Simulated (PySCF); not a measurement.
Species: C$_{3}$H$_{7}$S, net charge -1, singlet state. It need not be the lowest isomer of its formula. Whether it binds its extra electron was not tested at this geometry. SMILES: C([S-])CC
Geometry from a B3LYP-D3(BJ)/def2-TZVP (Ansatz) optimisation:
```
C
H 1 1.0944
H 1 1.0944 2 105.94
C 1 1.5305 2 108.21 3 115.85
H 4 1.1005 1 107.77 2 65.93
H 4 1.1005 5 105.81 1 -115.07
C 1 1.5326 2 110.18 3 -119.15
H 7 1.0949 1 111.00 2 178.73
H 7 1.0949 8 107.16 1 -121.35
H 7 1.0958 8 107.62 9 -115.49
S 4 1.8267 5 110.54 6 -119.69
```
Charge -1, spin multiplicity 1.

Dispersion corrections to the total energy (kcal/mol) from the dftd3 and dftd4 libraries through PySCF: D3(BJ) without and D4 with the three-body term, each with the damping fitted for the functional named.

| functional | D3(BJ) | D4 |
|---|---|---|
| HSE06 | -3.11 | -4.05 |
| BLYP | [?] | -11.83 |
| TPSS | -6.21 | -7.13 |
| revPBE | -12.96 | -18.19 |
| HF | [?] | -19.98 |
| PBE0 | -4.24 | [?] |
| r2SCAN | -1.38 | -1.33 |

### Question
Some entries are withheld; supply them.

### Answer

- BLYP, D3(BJ): -10.45
- HF, D3(BJ): -38.36
- PBE0, D4: -4.40
